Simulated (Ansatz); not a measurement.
Start from `N[Si](N)([SiH3])Cl` and change one atom or group to get `N[Si](N)([SiH3])[SiH3]`.

Ansatz, PBE0-D4/def2-TZVP geometries, multiplicity 1. Each molecule was computed in one conformer, which needn't be the lowest.

| property | `N[Si](N)([SiH3])Cl` |
| --- | --- |
| LUMO energy (PBE/def2-TZVPP) / eV | -0.58 |
| size of the dipole moment (ωB97M-V/def2-TZVPP) / D | 2.09 |
| HOMO energy (PBE0/def2-TZVPP) / eV | -7.33 |
| HOMO–LUMO gap (PBE/def2-TZVPP) / eV | 5.48 |
| HOMO energy (B3LYP/def2-TZVPP) / eV | -7.12 |
| size of the dipole moment (B3LYP/def2-TZVPP) / D | 2.09 |

(1) What does the change do to each property? (Best estimate.)

Answers

(1) The calculation gave: 
```json
{"property": "LUMO energy (PBE/def2-TZVPP) / eV", "`N[Si](N)([SiH3])[SiH3]`": "-0.99", "shift": "-0.41"}
{"property": "size of the dipole moment (ωB97M-V/def2-TZVPP) / D", "`N[Si](N)([SiH3])[SiH3]`": "1.38", "shift": "-0.71"}
{"property": "HOMO energy (PBE0/def2-TZVPP) / eV", "`N[Si](N)([SiH3])[SiH3]`": "-6.64", "shift": "0.69"}
{"property": "HOMO–LUMO gap (PBE/def2-TZVPP) / eV", "`N[Si](N)([SiH3])[SiH3]`": "4.51", "shift": "-0.97"}
{"property": "HOMO energy (B3LYP/def2-TZVPP) / eV", "`N[Si](N)([SiH3])[SiH3]`": "-6.46", "shift": "0.66"}
{"property": "size of the dipole moment (B3LYP/def2-TZVPP) / D", "`N[Si](N)([SiH3])[SiH3]`": "1.38", "shift": "-0.71"}
```

With PBE0 the HOMO rises by 0.69 eV and the LUMO falls by 0.44 eV, so the gap narrows by about 1.13 eV. PBE moves the HOMO by 0.56 eV and ωB97M-V by 0.79 eV. Dipoles are sizes alone; their direction can turn.

B3LYP here is the variant with VWN-RPA as its local correlation; programs differ in this.
